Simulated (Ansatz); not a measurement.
Input for Ansatz (a program for electronic structure): R-B2PLYP/def2-TZVPPD on N2 (SMILES N#N) with ghost functions. Files ending in .json are basis or fitting sets from the Basis Set Exchange.

Ansatz 0.2 input:
```yaml
crystal:
  periodic: [false, false, false]
  atoms:
    - {symbol: N, position_ang: [-0.14951255, 0.12532483, -0.21558440]}
    - {symbol: N, position_ang: [0.21958874, -0.61510117, -0.92604463]}
basis:
  gaussian:
    orbitals: def2-TZVPPD.json
    ghost_atoms:
      - {symbol: C, position_ang: [-0.10657752, 1.24648874, 3.19253567]}
      - {symbol: C, position_ang: [0.70531042, 0.05945464, 2.98030236]}
      - {symbol: N, position_ang: [1.34495551, -0.87901294, 2.80358651]}
      - {symbol: H, position_ang: [0.51382760, 2.06666849, 3.55440597]}
      - {symbol: H, position_ang: [-0.57563707, 1.54459034, 2.25480776]}
      - {symbol: H, position_ang: [-0.88457378, 1.04336081, 3.92876337]}
hamiltonian:
  xc: {name: B2PLYP}
magnetization: {spin_polarized: false}
correlation: {electrons: outside_noble_gas}
scf: {lower_state_search: off}
```

Give the final energy of this run.

-109.5039 hartree.

How many basis functions does it have, and what does it roughly cost on one machine?

236 functions; roughly 9 core-seconds.
